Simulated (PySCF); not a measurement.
Level of theory: B3LYP-D3(BJ)/def2-TZVP // M06-2X/def2-TZVP (PySCF 2.14.0). Gas-phase values, no solvent. One relaxed conformer stands for a flexible species; it need not be the lowest. B3LYP has the VWN-RPA correlation part, as in Gaussian. Delta-SCF ions had no search for a lower state. Excitations are Tamm–Dancoff values on a coarser integration grid. The basis has no diffuse functions, so Rydberg states are missing or too high.

Reference species (SMILES): `[CH3][Ga]([CH3])[CH3]` (neutral, multiplicity 1).

```yaml
S1–T1 gap (TDA): 0.29 eV
brightest of the four lowest singlets (TDA): 6.69 eV
S1 oscillator strength: 0.000
vertical ionisation energy (Delta-SCF): 9.38 eV
```

Changed species: `[OH][Ga]([OH])[OH]` (3 of 3 CH3 replaced by OH; the reference has 0 of 3 CH3 replaced by OH).

Problem. Predict the effect on the S1–T1 gap (TDA), brightest of the four lowest singlets (TDA), S1 oscillator strength and vertical ionisation energy (Delta-SCF).

Solution. the S1–T1 gap (TDA) rises by 0.09 eV, to 0.38 eV; the brightest of the four lowest singlets (TDA) goes up by 0.31 eV, to 7.00 eV; the S1 oscillator strength is nearly the same; the vertical ionisation energy (Delta-SCF) rises by 1.78 eV, to 11.16 eV.
